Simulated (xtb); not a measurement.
xtb input (GFN2-xTB):

```bash
xtb mol.xyz --gfn 2 --ohess tight --chrg 1 --uhf 0
```
mol.xyz:
```
3

Bi     1.02425292     0.52730528     0.30702390
Br    -0.84012760     1.12138087    -1.31586386
Br    -0.17913132    -1.63928338     1.05078044
```

Output:

```
           -------------------------------------------------
          |                Calculation Setup                |
           -------------------------------------------------

           -------------------------------------------------
          |                 G F N 2 - x T B                 |
           -------------------------------------------------

        Reference                      10.1021/acs.jctc.8b01176
      * Hamiltonian:
        H0-scaling (s, p, d)           1.850000    2.230000    2.230000
        zeta-weighting                 0.500000
      * Dispersion:
        s8                             2.700000
        a1                             0.520000
        a2                             5.000000
        s9                             5.000000
      * Repulsion:
        kExp                           1.500000    1.000000
        rExp                           1.000000
      * Coulomb:
        alpha                          2.000000
        third order                    shell-resolved
        anisotropic                    true
        a3                             3.000000
        a5                             4.000000
        cn-shift                       1.200000
        cn-exp                         4.000000
        max-rad                        5.000000

          ...................................................
          :                      SETUP                      :
          :.................................................:
          :  # basis functions                  24          :
          :  # atomic orbitals                  22          :
          :  # shells                            8          :
          :  # electrons                        18          :
          :  max. iterations                   250          :
          :  Hamiltonian                  GFN2-xTB          :
          :  restarted?                      false          :
          :  GBSA solvation                  false          :
          :  PC potential                    false          :
          :  electronic temp.          300.0000000     K    :
          :  accuracy                    1.0000000          :
          :  -> integral cutoff          0.2500000E+02      :
          :  -> integral neglect         0.1000000E-07      :
          :  -> SCF convergence          0.1000000E-05 Eh   :
          :  -> wf. convergence          0.1000000E-03 e    :
          :  Broyden damping             0.4000000          :
          :  net charge                          1          :
          :  unpaired electrons                  0          :
          ...................................................

 iter      E             dE          RMSdq      gap      omega  full diag
   1    -10.0233499 -0.100233E+02  0.120E+01    0.94       0.0  T
   2    -10.0418411 -0.184911E-01  0.135E+01    2.97       1.0  T
   3    -10.1484493 -0.106608E+00  0.731E+00    1.65       1.0  T
   4    -10.1541821 -0.573281E-02  0.375E+00    1.25       1.0  T
   5    -10.1562305 -0.204839E-02  0.274E+00    1.17       1.0  T
   6    -10.1572579 -0.102737E-02  0.189E+00    1.26       1.0  T
[...]
molecular quadrupole (traceless):
                xx          xy          yy          xz          yz          zz
 q only:        2.824       2.612      -0.978       1.670       0.677      -1.846
  q+dip:        6.603       4.336      -3.788       0.252       6.735      -2.815
   full:        6.211       3.968      -3.662       0.011       6.674      -2.549

           -------------------------------------------------
          |                Geometry Summary                 |
           -------------------------------------------------

      molecular mass/u    :      368.7874547
   center of mass at/Å    :        0.3510697       0.1775668       0.1173861
  moments of inertia/u·Å² :        0.2714515E+03   0.5350579E+03   0.8065094E+03
rotational constants/cm⁻¹ :        0.6210182E-01   0.3150619E-01   0.2090197E-01

 * 2 selected distances

     #   Z          #   Z                                           value/Å
     1  83 Bi       2  35 Br                                      2.5192680 (max)
     1  83 Bi       3  35 Br                                      2.5188674 (min)

 * 1 distinct bonds (by element types)

   Z      Z             #   av. dist./Å        max./Å        min./Å
  35 Br  83 Bi          2     2.5190677     2.5192680     2.5188674

           -------------------------------------------------
          |               Frequency Printout                |
           -------------------------------------------------
 projected vibrational frequencies (cm⁻¹)
eigval :       -0.00    -0.00    -0.00     0.00     0.00     0.00
eigval :       79.35   225.59   247.04
 reduced masses (amu)
   1: 91.49   2:130.17   3:122.26   4: 98.48   5:174.81   6:156.41   7:100.82   8:117.01
   9:114.92
 IR intensities (km·mol⁻¹)
   1:  0.38   2:  1.89   3:  5.00   4:  1.30   5:  6.36   6:  4.13   7:  5.82   8:  6.76
   9:  6.17
 Raman intensities (Ä⁴*amu⁻¹)
   1:  0.00   2:  0.00   3:  0.00   4:  0.00   5:  0.00   6:  0.00   7:  0.00   8:  0.00
   9:  0.00
 output can be read by thermo (or use thermo option).
 writing <g98.out> molden fake output.
 recommended (thermochemical) frequency scaling factor: 1.0
           -------------------------------------------------
          |             Thermodynamic Functions             |
           -------------------------------------------------

c2v symmetry found (for desy threshold:  0.10E+00) used in thermo

          ...................................................
          :                      SETUP                      :
          :.................................................:
          :  # frequencies                           3      :
          :  # imaginary freq.                       0      :
          :  linear?                             false      :
          :  only rotor calc.                    false      :
          :  symmetry                              c2v      :
          :  rotational number                       2      :
          :  scaling factor                  1.0000000      :
          :  rotor cutoff                   50.0000000 cm⁻¹ :
          :  imag. cutoff                  -20.0000000 cm⁻¹ :
          :.................................................:
Note: The following floating-point exceptions are signalling: IEEE_UNDERFLOW_FLAG IEEE_DENORMAL
normal termination of xtb

    mode    ω/cm⁻¹     T·S(HO)/kcal·mol⁻¹    T·S(FR)/kcal·mol⁻¹   T·S(vib)
   ------------------------------------------------------------------------
       1     79.35    -1.16486 ( 86.38%)    -0.91963 ( 13.62%)    -1.13146
       2    225.59    -0.57060 ( 99.76%)    -0.61017 (  0.24%)    -0.57069
       3    247.04    -0.52224 ( 99.83%)    -0.58326 (  0.17%)    -0.52235
   ------------------------------------------------------------------------

   temp. (K)  partition function   enthalpy   heat capacity  entropy
                                   cal/mol     cal/K/mol   cal/K/mol   J/K/mol
 298.15  VIB   6.80                 1121.573      5.398      7.461
         ROT  0.413E+06              888.752      2.981     28.680
         INT  0.281E+07             2010.325      8.379     36.142
         TR   0.685E+28             1481.254      4.968     43.588
         TOT                        3491.5789    13.3467    79.7300   333.5902

       T/K    H(0)-H(T)+PV         H(T)/Eh          T*S/Eh         G(T)/Eh
   ------------------------------------------------------------------------
    298.15    0.556419E-02    0.682167E-02    0.378823E-01   -0.310606E-01
   ------------------------------------------------------------------------

         :::::::::::::::::::::::::::::::::::::::::::::::::::::
         ::                  THERMODYNAMIC                  ::
         :::::::::::::::::::::::::::::::::::::::::::::::::::::
         :: total free energy         -10.185886718841 Eh   ::
         ::.................................................::
         :: total energy              -10.154826109646 Eh   ::
         :: zero point energy           0.001257482526 Eh   ::
         :: G(RRHO) w/o ZPVE           -0.032318091721 Eh   ::
         :: G(RRHO) contrib.           -0.031060609195 Eh   ::
         :::::::::::::::::::::::::::::::::::::::::::::::::::::

optimized geometry written to: xtbopt.xyz

           -------------------------------------------------
          | TOTAL ENERGY              -10.154826109646 Eh   |
          | TOTAL ENTHALPY            -10.148004441888 Eh   |
          | TOTAL FREE ENERGY         -10.185886718841 Eh   |
          | GRADIENT NORM               0.000113914653 Eh/α |
          | HOMO-LUMO GAP               1.516938099089 eV   |
           -------------------------------------------------

------------------------------------------------------------------------
------------------------------------------------------------------------
 total:
 SCF:
 ANC optimizer:
 analytical hessian:
```

It need not be the lowest isomer of its formula.
